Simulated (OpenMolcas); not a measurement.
Sm2+.

```json
{
  "Program": "OpenMolcas",
  "Basis": "ANO-RCC-VQZP [9s8p6d4f3g2h]",
  "Scalar Hamiltonian": "DKH2, point nucleus",
  "Active space": "6 electrons in 7 orbitals (4f)",
  "State averaging": "2S+1 = 7 even, 7 roots; 2S+1 = 5 even, 140 roots (105 in the spin-orbit step); 2S+1 = 3 even, 259 roots kept (CI in the orbitals of an earlier block, 141 in the spin-orbit step); 2S+1 = 1 even, 197 roots kept (CI in the orbitals of an earlier block, 47 in the spin-orbit step)",
  "Spin-orbit coupling": "RASSI with atomic mean-field integrals over the reference wave functions, term energies averaged over their components"
}
```

Two sets of levels on these reference wave functions, in cm-1 above 4f6 7F0: one from CASSCF and one from MS-CASPT2, IPEA 0.25 Eh, imaginary shift 0.1 Eh (closed shells correlated: 5s 5p).

```tsv
Level	Set 1	Set 2
4f6 7F0	0.0	0.0
4f6 7F1	356	287
4f6 7F2	972	815
4f6 7F3	1750	1525
4f6 7F4	2620	2360
4f6 7F5	3550	3290
4f6 7F6	4490	4280
4f6 5D0(1)	13150	18830
4f6 5D1(1)	14470	20110
4f6 5D2(1)	16480	22140
4f6 5D3(1)	18930	24650
4f6 5L6	23010	25740
4f6 5L7	23860	26540
4f6 5L8	24680	27330
4f6 5D4(1)	21780	27550
4f6 5G2(1)	22520	27720
```

Which set is which?

Set 1 is MS-CASPT2. Its levels of the other terms of 4f6 lie at 0.70 to 0.90 of the other set's values, as expected, since terms of lower spin or lower L gain more correlation energy than the Hund ground term.

Term energies are means over components that CASPT2 splits; among the terms shown or strongly mixed into the levels shown the widest spread is 460 cm-1 (4f6 7F, MS-CASPT2). High states are left out of the spin-orbit mixing, which shifts the levels that they would mix with. Without dynamic correlation excited terms often stand tens of per cent too high (terms of higher spin than the ground term too low), and those without a measured partner can miss by more than the paired ones (holds for CASSCF). Blocks of more than 70 roots (2S+1 = 5 even, 3 even) ran without multistate coupling (holds for MS-CASPT2). Only configurations of the active space appear. Levels that lie high or do not pair safely by name in every column are left out.

A number in round brackets counts repeated terms of one configuration in the order of the reference energies.
